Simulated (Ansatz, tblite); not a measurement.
Spin states of Sr₂O₂, each relaxed with PBE-D4/def2-TZVP in Ansatz. Electronic energies in the gas phase.

In the def2 sets Sr takes a core potential; there is no spin–orbit coupling. The xTB rows come from tblite. LC-ωPBE has ω = 0.4 bohr⁻¹. Correlated methods freeze 2 core orbitals; core or outer-core shells of Sr are correlated, in sets that lack core-valence functions. In CCSD on the charge 0 triplet the largest single amplitude is 0.43, so its Hartree–Fock determinant may place the open shell otherwise than the density functionals do. The structure comes from a short search, and lower isomers may exist.

Singlet geometry (D2h within 0.1 Å):

```xyz
4

Sr    0.642   -1.345    0.648
Sr   -0.642    1.345   -0.647
O     1.324    0.493   -0.289
O    -1.324   -0.493    0.288
```

Triplet geometry (D2h within 0.1 Å):

```xyz
4

Sr    0.165   -1.447    1.117
Sr   -0.165    1.447   -1.116
O     1.248    0.153    0.013
O    -1.248   -0.153   -0.014
```

Quintet geometry (D2h within 0.1 Å):

| atom | x (Å) | y (Å) | z (Å) |
| --- | --- | --- | --- |
| Sr1 | 0.7650 | -1.8960 | -0.5112 |
| Sr2 | -0.7651 | 1.8959 | 0.5112 |
| O3 | -0.5665 | -0.4361 | 0.7696 |
| O4 | 0.5666 | 0.4361 | -0.7695 |

⟨S²⟩: triplet 2.02 at PBE0-D4/def2-TZVP (pure 2.00), quintet 6.03 at PBE0-D4/def2-TZVP (pure 6.00).

Run but left out: HF/def2-TZVP, HF/def2-TZVPP, MP2/def2-TZVP, MP2/def2-TZVPP (triplet: a determinant that CCSD turns far, T1 0.077); HF/def2-TZVP, HF/def2-TZVPP, MP2/def2-TZVP, MP2/def2-TZVPP (quintet: a determinant that CCSD turns far, T1 0.059).

Only these spin states were relaxed.

```tsv
level	triplet − singlet (kcal/mol)	quintet − singlet (kcal/mol)	lowest of these
GFN2-xTB	17.0	71.8	singlet
LDA (SPW92)/def2-TZVP	46.1	114.0	singlet
PBE0-D4/def2-TZVP	40.6	99.6	singlet
r2SCAN0-D4/def2-TZVP	39.9	94.2	singlet
LC-ωPBE/def2-TZVP	50.8	104.6	singlet
RPA@PBE/def2-TZVP	22.1	64.2	singlet
```

Q: Estimate the rows for GFN1-xTB, PBE-D4/def2-TZVP, r2SCAN-D4/def2-TZVP, B97M-V/def2-TZVP, B2PLYP/def2-TZVP, CCSD/def2-TZVPP.

A: 
```
              level  triplet − singlet (kcal/mol)  quintet − singlet (kcal/mol)  lowest of these                                                                             remarks
           GFN1-xTB                          57.2                         156.4          singlet                                                                                   –
   PBE-D4/def2-TZVP                          39.4                         101.4          singlet                                                                                   –
r2SCAN-D4/def2-TZVP                          39.1                          99.5          singlet                                                                                   –
   B97M-V/def2-TZVP                          31.7                          94.3          singlet                                                                                   –
   B2PLYP/def2-TZVP                          43.1                         106.9          singlet                                                                                   –
    CCSD/def2-TZVPP                          42.9                          89.8          singlet  large T1 (0.023) (singlet), large T1 (0.059) (quintet), large T1 (0.077) (triplet)
```

The xTB methods have no spin-polarisation term.
